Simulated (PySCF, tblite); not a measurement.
Isomers of C5H15PSi2, one GFN2-xTB conformer each. Single-point energies are computed at PBE0/pcSseg-1 (PySCF, gas phase, no added dispersion term), electronic only.

| SMILES | GFN2-xTB relative energy (kcal/mol) |
| --- | --- |
| [SiH3]P[SiH2]C1CCCC1 | 0.0 |
| C[SiH]1CCP([SiH3])CC1 | 16.5 |
| P[SiH2][SiH2]C1CCCC1 | 12.9 |
| CC(C)[SiH2]/C=C\[SiH2]P | 43.3 |
| CC(C)[SiH2]/C=C/[SiH2]P | 42.5 |
| [SiH3][Si@H](P)C1CCCC1 | 13.5 |

Conformers: `[SiH3:1][PH:2][SiH2:3][CH:4]1[CH2:5][CH2:6][CH2:7][CH2:8]1` with Si1–P2–Si3–C4 171°, P2–Si3–C4–C5 176°, Si3–C4–C5–C6 166°, C4–C5–C6–C7 -31°, C5–C6–C7–C8 7°, C6–C7–C8–C4 19°; `[CH3:1][SiH:2]1[CH2:3][CH2:4][P:5]([SiH3:6])[CH2:7][CH2:8]1` with C1–Si2–C3–C4 168°, Si2–C3–C4–P5 -63°, C3–C4–P5–Si6 172°, C4–P5–C7–C8 -71°; `[PH2:1][SiH2:2][SiH2:3][CH:4]1[CH2:5][CH2:6][CH2:7][CH2:8]1` with H–P1–Si2–Si3 -48° and 45°, P1–Si2–Si3–C4 159°, Si2–Si3–C4–C5 49°, Si3–C4–C5–C6 78°, C4–C5–C6–C7 31°, C5–C6–C7–C8 -8°, C6–C7–C8–C4 -19°; `[CH3:1][CH:2]([CH3:3])[SiH2:4]/[CH:5]=[CH:6]\[SiH2:7][PH2:8]` with C1–C2–Si4–C5 57°, C2–Si4–C5–C6 99°, C5–C6–Si7–P8 79°, C6–Si7–P8–H -49° and 44°; `[CH3:1][CH:2]([CH3:3])[SiH2:4]/[CH:5]=[CH:6]/[SiH2:7][PH2:8]` with C1–C2–Si4–C5 -60°, C2–Si4–C5–C6 103°, C5–C6–Si7–P8 -1°, C6–Si7–P8–H -48° and 46°; `[SiH3:1][Si@H:2]([PH2:3])[CH:4]1[CH2:5][CH2:6][CH2:7][CH2:8]1` with Si1–Si2–P3–H 73° and 165°, Si1–Si2–C4–C5 -48°, Si2–C4–C5–C6 155°, C4–C5–C6–C7 -9°, C5–C6–C7–C8 -17°, C6–C7–C8–C4 37°.

Q: What does PBE0/pcSseg-1 give for the same structures?

A: 
```
                 SMILES  PBE0/pcSseg-1 E (Eh)  PBE0/pcSseg-1 (kcal/mol)  GFN2-xTB (kcal/mol)  point group
  C[SiH]1CCP([SiH3])CC1           -1119.23966                       0.0                 16.5           Cs
   [SiH3]P[SiH2]C1CCCC1           -1119.22770                       7.5                  0.0           C1
 [SiH3][Si@H](P)C1CCCC1           -1119.21865                      13.2                 13.5           C1
   P[SiH2][SiH2]C1CCCC1           -1119.21587                      14.9                 12.9           C1
CC(C)[SiH2]/C=C/[SiH2]P           -1119.19505                      28.0                 42.5           C1
CC(C)[SiH2]/C=C\[SiH2]P           -1119.19213                      29.8                 43.3           C1
```

GFN2-xTB puts [SiH3]P[SiH2]C1CCCC1 lowest instead; measured from each level's own lowest isomer, the values differ by up to 16.5 kcal/mol (C[SiH]1CCP([SiH3])CC1: 16.5 against 0.0). As drawn, the highest has a C=C bond outside aromatic rings, which the lowest lacks. Neighbours under 2.5 kcal/mol apart ([SiH3][Si@H](P)C1CCCC1 and P[SiH2][SiH2]C1CCCC1; CC(C)[SiH2]/C=C/[SiH2]P and CC(C)[SiH2]/C=C\[SiH2]P) can change places with a better method, another conformer or zero-point energy. CC(C)[SiH2]/C=C/[SiH2]P and CC(C)[SiH2]/C=C\[SiH2]P are stereoisomers, 1.8 kcal/mol apart in the conformers taken.

Q: Which frontier levels, dipoles and rotational constants go with these structures?

A: 
```
                 SMILES  HOMO (eV, PBE0/pcSseg-1)  LUMO (eV)  dipole (D)       A, B, C (MHz)
  C[SiH]1CCP([SiH3])CC1                     -6.59       0.40        1.16  2766, 633.6, 562.7
   [SiH3]P[SiH2]C1CCCC1                     -7.17       0.37        1.31  3549, 455.6, 426.5
 [SiH3][Si@H](P)C1CCCC1                     -7.32      -0.16        1.22  1477, 764.4, 587.4
   P[SiH2][SiH2]C1CCCC1                     -7.10      -0.27        1.95  3047, 477.3, 453.5
CC(C)[SiH2]/C=C/[SiH2]P                     -7.46      -0.85        1.55  2371, 390.5, 387.9
CC(C)[SiH2]/C=C\[SiH2]P                     -7.12      -1.16        1.87  2135, 507.6, 497.8
```

Q: What happens when harmonic zero-point energies from GFN2-xTB frequencies are added?

A: 
| SMILES | ZPE (kcal/mol) | electronic (kcal/mol) | with ZPE (kcal/mol) |
| --- | --- | --- | --- |
| C[SiH]1CCP([SiH3])CC1 | 113.2 | 0.0 | 0.0 |
| [SiH3]P[SiH2]C1CCCC1 | 112.6 | 7.5 | 6.8 |
| [SiH3][Si@H](P)C1CCCC1 | 112.4 | 13.2 | 12.4 |
| P[SiH2][SiH2]C1CCCC1 | 112.9 | 14.9 | 14.6 |
| CC(C)[SiH2]/C=C/[SiH2]P | 109.6 | 28.0 | 24.4 |
| CC(C)[SiH2]/C=C\[SiH2]P | 109.7 | 29.8 | 26.3 |

The zero-point energies span 3.6 kcal/mol. The order is unchanged.

Q: As an exercise, what shares would exp(−E/RT) give at 1000 K from these electronic energies alone (no entropy, no degeneracies)?

A: RT = 1.987 kcal/mol: C[SiH]1CCP([SiH3])CC1 97.6 %, [SiH3]P[SiH2]C1CCCC1 2.2 %, [SiH3][Si@H](P)C1CCCC1 0.1 %, P[SiH2][SiH2]C1CCCC1 0.1 %, CC(C)[SiH2]/C=C/[SiH2]P under 0.1 %, CC(C)[SiH2]/C=C\[SiH2]P under 0.1 %.
